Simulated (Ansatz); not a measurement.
Harmonic vibrations of CH4AlBO2 by finite differences.

```yaml
crystal:
  periodic: [false, false, false]
  atoms:
    - {symbol: B, position_ang: [1.614270, 1.134125, -0.896309]}
    - {symbol: O, position_ang: [0.740616, 1.082306, 0.164757]}
    - {symbol: C, position_ang: [-0.173066, 0.138680, 0.341975]}
    - {symbol: O, position_ang: [-0.780958, -0.330407, -0.644648]}
    - {symbol: Al, position_ang: [-1.466781, -1.158294, 0.992505]}
    - {symbol: H, position_ang: [2.241048, 2.141047, -0.996117]}
    - {symbol: H, position_ang: [1.736213, 0.184726, -1.605865]}
    - {symbol: H, position_ang: [-0.941155, -2.629726, 1.207645]}
    - {symbol: H, position_ang: [-2.881788, -0.608757, 1.418858]}
basis:
  gaussian: {orbitals: def2-TZVP}
hamiltonian: {xc: pbe0, dispersion: d4}
phonons: {temperatures: {t_min: 298.15, t_max: 900, t_step: 200}}
```

```sh
$ ansatz run in.yaml --threads 2 --pin off --events-out ev --progress --plain --max-ram 4352MiB
```

Shortened log:

```
Functional definition: PBE0
  name "PBE0"
  cite "Adamo & Barone, J. Chem. Phys. 110, 6158 (1999) doi:10.1063/1.478522"
  cite "Perdew, Burke & Ernzerhof, Phys. Rev. Lett. 77, 3865 (1996) doi:10.1103/PhysRevLett.77.3865"
  parent pbe
  parameter a = 0.25
  parameter kappa = 0.804
  parameter beta = 0.06672455060314922
  exchange = (1 - a)*pbe_x(kappa = kappa, mu = beta*pi^2/3) + a*exact_x
  correlation = pbe_c(beta = beta)
mean field -12462.26669614 eV, -457.9798538554 hartree, gradient 2.3e-5 eV, S^2 0.000000; 0 other end points of the search recorded, 0 dependent functions left out
the calculation of the forces begins
these checks for a lower state are left out or cut short: stability, starts, cluster_reference, orbital_swaps, neighbouring_geometries, increment
mean field -12462.26661871 eV, -457.9798510100 hartree, gradient 1.2e-6 eV, S^2 0.000000; 0 other end points of the search recorded, 0 dependent functions left out
the calculation of the forces begins
these checks for a lower state are left out or cut short: stability, starts, cluster_reference, orbital_swaps, neighbouring_geometries, increment
mean field -12462.26658186 eV, -457.9798496555 hartree, gradient 1.2e-6 eV, S^2 0.000000; 0 other end points of the search recorded, 0 dependent functions left out
the calculation of the forces begins
these checks for a lower state are left out or cut short: stability, starts, cluster_reference, orbital_swaps, neighbouring_geometries, increment
mean field -12462.26657151 eV, -457.9798492755 hartree, gradient 1.2e-6 eV, S^2 0.000000; 0 other end points of the search recorded, 0 dependent functions left out
the calculation of the forces begins
these checks for a lower state are left out or cut short: stability, starts, cluster_reference, orbital_swaps, neighbouring_geometries, increment
mean field -12462.26655972 eV, -457.9798488419 hartree, gradient 1.2e-6 eV, S^2 0.000000; 0 other end points of the search recorded, 0 dependent functions left out
the calculation of the forces begins
these checks for a lower state are left out or cut short: stability, starts, cluster_reference, orbital_swaps, neighbouring_geometries, increment
mean field -12462.26658118 eV, -457.9798496308 hartree, gradient 1.2e-6 eV, S^2 0.000000; 0 other end points of the search recorded, 0 dependent functions left out
the calculation of the forces begins
these checks for a lower state are left out or cut short: stability, starts, cluster_reference, orbital_swaps, neighbouring_geometries, increment
mean field -12462.26659671 eV, -457.9798502015 hartree, gradient 1.2e-6 eV, S^2 0.000000; 0 other end points of the search recorded, 0 dependent functions left out
the calculation of the forces begins
these checks for a lower state are left out or cut short: stability, starts, cluster_reference, orbital_swaps, neighbouring_geometries, increment
mean field -12462.26659601 eV, -457.9798501756 hartree, gradient 1.2e-6 eV, S^2 0.000000; 0 other end points of the search recorded, 0 dependent functions left out
the calculation of the forces begins
these checks for a lower state are left out or cut short: stability, starts, cluster_reference, orbital_swaps, neighbouring_geometries, increment
mean field -12462.26657165 eV, -457.9798492803 hartree, gradient 1.2e-6 eV, S^2 0.000000; 0 other end points of the search recorded, 0 dependent functions left out
[...]
the calculation of the forces begins
these checks for a lower state are left out or cut short: stability, starts, cluster_reference, orbital_swaps, neighbouring_geometries, increment
mean field -12462.26668593 eV, -457.9798534801 hartree, gradient 1.2e-6 eV, S^2 0.000000; 0 other end points of the search recorded, 0 dependent functions left out
the calculation of the forces begins
these checks for a lower state are left out or cut short: stability, starts, cluster_reference, orbital_swaps, neighbouring_geometries, increment
mean field -12462.26668952 eV, -457.9798536122 hartree, gradient 1.2e-6 eV, S^2 0.000000; 0 other end points of the search recorded, 0 dependent functions left out
the calculation of the forces begins
these checks for a lower state are left out or cut short: stability, starts, cluster_reference, orbital_swaps, neighbouring_geometries, increment
mean field -12462.26664811 eV, -457.9798520904 hartree, gradient 1.2e-6 eV, S^2 0.000000; 0 other end points of the search recorded, 0 dependent functions left out
the calculation of the forces begins
these checks for a lower state are left out or cut short: stability, starts, cluster_reference, orbital_swaps, neighbouring_geometries, increment
mean field -12462.26666865 eV, -457.9798528450 hartree, gradient 1.2e-6 eV, S^2 0.000000; 0 other end points of the search recorded, 0 dependent functions left out
the calculation of the forces begins
these checks for a lower state are left out or cut short: stability, starts, cluster_reference, orbital_swaps, neighbouring_geometries, increment
mean field -12462.26669657 eV, -457.9798538711 hartree, gradient 1.2e-6 eV, S^2 0.000000; 0 other end points of the search recorded, 0 dependent functions left out
the calculation of the forces begins
these checks for a lower state are left out or cut short: stability, starts, cluster_reference, orbital_swaps, neighbouring_geometries, increment
mean field -12462.26668820 eV, -457.9798535636 hartree, gradient 1.2e-6 eV, S^2 0.000000; 0 other end points of the search recorded, 0 dependent functions left out
the calculation of the forces begins
these checks for a lower state are left out or cut short: stability, starts, cluster_reference, orbital_swaps, neighbouring_geometries, increment
mean field -12462.26665239 eV, -457.9798522477 hartree, gradient 1.2e-6 eV, S^2 0.000000; 0 other end points of the search recorded, 0 dependent functions left out
the calculation of the forces begins
these checks for a lower state are left out or cut short: stability, starts, cluster_reference, orbital_swaps, neighbouring_geometries, increment
mean field -12462.26666946 eV, -457.9798528751 hartree, gradient 1.2e-6 eV, S^2 0.000000; 0 other end points of the search recorded, 0 dependent functions left out
the calculation of the forces begins
these checks for a lower state are left out or cut short: stability, starts, cluster_reference, orbital_swaps, neighbouring_geometries, increment
mean field -12462.26668710 eV, -457.9798535232 hartree, gradient 1.2e-6 eV, S^2 0.000000; 0 other end points of the search recorded, 0 dependent functions left out
the calculation of the forces begins
these checks for a lower state are left out or cut short: stability, starts, cluster_reference, orbital_swaps, neighbouring_geometries, increment
mean field -12462.26668722 eV, -457.9798535276 hartree, gradient 1.2e-6 eV, S^2 0.000000; 0 other end points of the search recorded, 0 dependent functions left out
the calculation of the forces begins
these checks for a lower state are left out or cut short: stability, starts, cluster_reference, orbital_swaps, neighbouring_geometries, increment
mean field -12462.26669409 eV, -457.9798537799 hartree, gradient 1.2e-6 eV, S^2 0.000000; 0 other end points of the search recorded, 0 dependent functions left out
the calculation of the forces begins
these checks for a lower state are left out or cut short: stability, starts, cluster_reference, orbital_swaps, neighbouring_geometries, increment
mean field -12462.26668655 eV, -457.9798535028 hartree, gradient 1.2e-6 eV, S^2 0.000000; 0 other end points of the search recorded, 0 dependent functions left out
the calculation of the forces begins
Total energy: -12462.40347992 eV, -457.9848805667 hartree
Atom 0 at     1.614270     1.134125    -0.896309 Å, force    -0.000499    -0.002308     0.001341 eV/Å
Atom 1 at     0.740616     1.082306     0.164757 Å, force     0.001036     0.002394     0.001145 eV/Å
Atom 2 at    -0.173066     0.138680     0.341975 Å, force     0.000012     0.000347    -0.001195 eV/Å
Atom 3 at    -0.780958    -0.330407    -0.644648 Å, force    -0.000853    -0.001013    -0.000371 eV/Å
Atom 4 at    -1.466781    -1.158294     0.992505 Å, force     0.000302    -0.000536     0.000097 eV/Å
Atom 5 at     2.241048     2.141047    -0.996117 Å, force    -0.000066     0.000261    -0.000209 eV/Å
Atom 6 at     1.736213     0.184726    -1.605865 Å, force     0.000043     0.000726    -0.000891 eV/Å
Atom 7 at    -0.941155    -2.629726     1.207645 Å, force    -0.000206    -0.000146     0.000224 eV/Å
Atom 8 at    -2.881788    -0.608757     1.418858 Å, force     0.000231     0.000275    -0.000142 eV/Å
Dipole moment:     0.194133     0.094526    -0.029153 e Å
Vibrations: 94.59 175.37 233.77 322.50 343.46 442.15 480.89 558.14 610.35 736.55 759.31 1020.85 1043.63 1107.10 1282.72 1354.71 1559.38 1954.72 1965.23 2614.80 2727.69 cm⁻¹, zero-point energy 1.325882 eV
```

Run time 2.5 min (2 threads of an Arm Neoverse V2 on a shared host); peak host memory 0.45 GiB.
